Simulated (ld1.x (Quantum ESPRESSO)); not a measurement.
## An all-electron radial function and its pseudo partner (gold)

Columns: radius, all-electron u(r) and pseudo u(r) of the 6s shell (level -7.65 eV) of gold in the configuration [Xe] 4f14 5d10 6s0 6p1; LDA (PZ), scalar-relativistic, PAW scheme, ld1.x (Quantum ESPRESSO) 7.5.

```csv
r (bohr),all-electron,pseudo
0.120,0.1321,-0.0494
0.240,-0.1008,-0.0988
0.360,-0.1833,-0.1480
0.480,0.0304,-0.1971
0.600,0.2365,-0.2458
0.720,0.3187,-0.2939
0.840,0.2845,-0.3413
0.960,0.1770,-0.3875
1.080,0.0359,-0.4321
1.200,-0.1108,-0.4747
1.320,-0.2473,-0.5148
1.440,-0.3656,-0.5518
1.560,-0.4630,-0.5852
1.680,-0.5396,-0.6145
1.800,-0.5970,-0.6390
1.920,-0.6375,-0.6584
2.040,-0.6635,-0.6721
2.160,-0.6774,-0.6800
2.280,-0.6813,-0.6816
2.400,-0.6771,-0.6771
2.520,-0.6664,-0.6664
2.640,-0.6508,-0.6508
2.760,-0.6313,-0.6313
2.880,-0.6089,-0.6089
3.000,-0.5846,-0.5846
3.120,-0.5590,-0.5590
```

**Question.** How many radial nodes do the two functions have?

**Answer.** The all-electron 6s function has n − l − 1 = 5 (the table is too coarse to show those close to the nucleus); the pseudo-wave has 0, since the states of the same l below it are removed with the core.

**Question.** At about which radius was the pseudo-wave matched?

**Answer.** 2.40 bohr, where the columns begin to agree (steps of 0.12 bohr).

**Question.** Is the pseudo-wave norm-conserving?

**Answer.** No, it belongs to a PAW set: the norm inside the radius is not constrained, and the difference is carried by the augmentation charge.
